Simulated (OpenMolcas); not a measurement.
**Xe6+: effect of the active space**

| Quantity | Value |
| --- | --- |
| Program | OpenMolcas 26.06 |
| Method | CASSCF or its RAS form |
| Basis | ANO-RCC-VQZP |
| Scalar Hamiltonian | DKH2, point nucleus |
| Spin-orbit coupling | RASSI with atomic mean-field integrals over the reference wave functions, term energies averaged over their components |

A. 2 electrons in 4 orbitals (5s 5p); 2S+1 = 3 even, 3 roots; 2S+1 = 1 even, 7 roots; 2S+1 = 3 odd, 3 roots; 2S+1 = 1 odd, 3 roots; cost about 26 core-seconds
B. 2 electrons in 8 orbitals (5s 5p 6s 6p); 2S+1 = 3 even, 3 roots; 2S+1 = 1 even, 7 roots; 2S+1 = 3 odd, 3 roots; 2S+1 = 1 odd, 3 roots; cost roughly 20 core-seconds
C. 2 electrons in 9 orbitals (RAS2 5s 5p; RAS3 5d, at most 2 electrons); 2S+1 = 3 even, 3 roots; 2S+1 = 1 even, 7 roots; 2S+1 = 3 odd, 3 roots; 2S+1 = 1 odd, 3 roots; cost of the order of 19 core-seconds

Energies in cm⁻¹ above 5s² ¹S₀, the measured ground level; measured values from Saloman, J. Phys. Chem. Ref. Data 33, 765 (2004).

```tsv
Level	A	B	C	Measured
5s² ¹S₀	0.0	0.0	0.0	0.0
5s 5p ³P°₀	92180	92853	91410	96141
5s 5p ³P°₁	96379	97047	95491	100451
5s 5p ³P°₂	107266	107941	106451	113676
5s 5p ¹P°₁	153438	153904	146387	143259
5p² ³P₀	224850	225557	223539	223673
5p² ³P₁	233146	233791	232095	234685
5p² ³P₂ [75 %]	239195	239812	245488	
5p² ¹D₂ [75 %]	255843	256431	231047	236100
```

Deviations, from unrounded energies. A percentage is the sum of absolute deviations over the sum of measured energies, with the sign that they share, or ± where signs differ.

```
           Against measurement  Levels     A     B     C
mean absolute deviation (cm-1)       7  6700  6600  4000
      other configurations (%)       7  ±4.1  ±4.0  ±2.4
```

C lies closest to measurement on these levels and A furthest from it. The largest miss of C in the table is 5s 5p ³P°₂, by -7200 cm-1. The ranking rests on the paired levels alone, and a cruder setting can come out closer through cancelling errors.

Among A to C the level of the table that moves most is 5p² ¹D₂ [75 %], by 25000 cm-1 (lowest in C, highest in B).

The ¹D term of p² mixes with s d, which this space lacks (holds for A; B). Active for correlation alone: 6p 6s; no level in the range computed is led by a configuration that fills them, so any true level of that kind is missing (holds for B). Active for correlation alone: 5d; no level in the range computed is led by a configuration that fills it, so any true level of that kind is missing (holds for C). Some terms mix strongly with configurations of 5d, whose occupation reaches 0.19 (5p² ¹D) (holds for C). Computed and measured levels are paired by configuration, term and J; levels that our copy of the source lacks, or whose pairing is in doubt (as where it misses far off the trend of its configuration), stay unpaired and out of the deviations. Levels of configurations outside the active space are missing. Levels that lie high or do not pair safely by name in every column are left out.

A share in square brackets marks a mixed level and gives the weight of the term that names it, the lowest over the columns. ° marks odd parity.
